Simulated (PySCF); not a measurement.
**Tin: a sound run and one with changed settings**

Sound run: Sn [Kr] 4d10 5s2 5p2, Sn+ [Kr] 4d10 5s2 5p1. All numbers are calculated (PySCF 2.14, a scalar-relativistic core potential, in cc-pVDZ-PP with ECP28MDF). In the sound run the correlated levels freeze 4s2 4p6 4d10 outside the core potential. The sound run starts from symmetry-adapted Hartree-Fock orbitals and uses a fine grid where one is needed.

A second run was set up differently.

```csv
species,method,sound run (hartree),changed run (hartree),converged
Sn,UHF,-213.33481,-213.33481,yes
Sn,r2SCAN,-214.32401,-214.32401,yes
Sn,TPSS,-214.15535,-214.15535,yes
Sn,MP2,-213.36919,-213.34356,yes
Sn,CCSD(T),-213.38384,-213.38384,yes
Sn+,UHF,-213.08277,-213.08277,yes
Sn+,r2SCAN,-214.05173,-214.05173,yes
Sn+,TPSS,-213.88921,-213.88921,yes
Sn+,MP2,-213.10933,-213.08951,yes
Sn+,CCSD(T),-213.12289,-213.12289,yes
```

Ionisation energy of Sn:

```tsv
method	sound run (eV)	changed run (eV)
UHF	6.858	6.858
r2SCAN	7.409	7.409
TPSS	7.242	7.242
MP2	7.071	6.913
SCS-MP2	7.017	6.899
CCSD	7.095	7.095
CCSD(T)	7.101	7.101
```

What was changed?
A. minimal basis
B. basis contracted for another Hamiltonian
C. level shift left on
D. all electrons correlated in a valence basis

C. It used initial guess minao, at most 50 SCF cycles, level shift 2.0 hartree. A level shift leaves the converged SCF energy unchanged but raises the virtual orbital energies, which shrinks MP2 if it is not removed.
